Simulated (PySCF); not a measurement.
Two species compared at the same levels of theory.

First species: C5H4AlF3O3.
SMILES: `O=C(C1=C[O][AlH2-][O+]=C1)C(F)(F)F`

Second species: C₄H₉GaN₂.
SMILES: `C/N=[CH]/[GaH2-][N+]#CC`

Levels: CAM-B3LYP/def2-SVPD for dipole moment, HOMO energy, LUMO energy, HOMO–LUMO gap, static isotropic polarisability and electronic spatial extent ⟨r²⟩ about the centre of nuclear charge; TDDFT CAM-B3LYP/def2-SVPD for lowest singlet excitation; TDA CAM-B3LYP/def2-SVPD for lowest triplet excitation (Tamm–Dancoff); PBE0-D3(BJ)/def2-SVP for rotational constant A and rotational constant C. Geometries: PBE0-D3(BJ)/def2-SVP. All species are isolated and taken at one optimised geometry, non-relativistic unless stated; the electronic structure was computed with PySCF and density fitting.

Dipoles, sizes and rotational constants follow the conformer. The torsions of the flexible species, by atom-mapped SMILES:
- `[O:1]=[C:2]([C:3]1=[CH:4][O:5][AlH2-:6][O+:7]=[CH:8]1)[C:9]([F:10])([F:11])[F:12]`: O1–C2–C3–C4 -177°, O1–C2–C9–F10 -121°
- `[CH3:1][C:2]#[N+:3][GaH2-:4]/[CH:5]=[N:6]/[CH3:7]`: C2–N3–Ga4–C5 2°, N3–Ga4–C5–N6 -2°

| property | column X | column Y |
| --- | --- | --- |
| dipole moment | 5.63 D | 0.58 D |
| HOMO energy | -7.78 eV | -9.34 eV |
| LUMO energy | 0.63 eV | -2.02 eV |
| HOMO–LUMO gap | 8.41 eV | 7.32 eV |
| lowest singlet excitation | 4.56 eV | 4.32 eV |
| lowest triplet excitation (Tamm–Dancoff) | 3.82 eV | 3.26 eV |
| static isotropic polarisability | 96.5 au | 97.4 au |
| electronic spatial extent ⟨r²⟩ about the centre of nuclear charge | 1372 bohr² | 2540 bohr² |
| rotational constant A | 2.043 GHz | 1.884 GHz |
| rotational constant C | 0.822 GHz | 0.401 GHz |

Q: Which column belongs to which species?

A: Column X is the second species and column Y the first. The first has 16 atoms and 98 electrons, the second 16 and 78.

Q: How does each property change from the first species to the second?

A: dipole moment +5.05 D; HOMO energy +1.56 eV; LUMO energy +2.65 eV; HOMO–LUMO gap +1.09 eV; lowest singlet excitation +0.24 eV; lowest triplet excitation (Tamm–Dancoff) +0.56 eV; static isotropic polarisability -0.9 au; electronic spatial extent ⟨r²⟩ about the centre of nuclear charge -1168 bohr²; rotational constant A +0.159 GHz; rotational constant C +0.421 GHz.

On the first: The principal polarisabilities are 69.8, 94.8 and 127.5 au; their mean is the isotropic value. No computed singlet falls in the visible range (750 to 380 nm, 1.65 to 3.26 eV); S1 lies 1.06 eV above its blue end.

On the second: The polarisability is 14.30 Å³ as a volume (1 au = 0.148185 Å³), or 1.24 au for each of the 78 electrons. The 10 singlets span 4.56 to 7.07 eV, and their oscillator strengths add up to 0.63. The calculation is non-relativistic and has no spin–orbit coupling, an omission that weighs most on gallium.
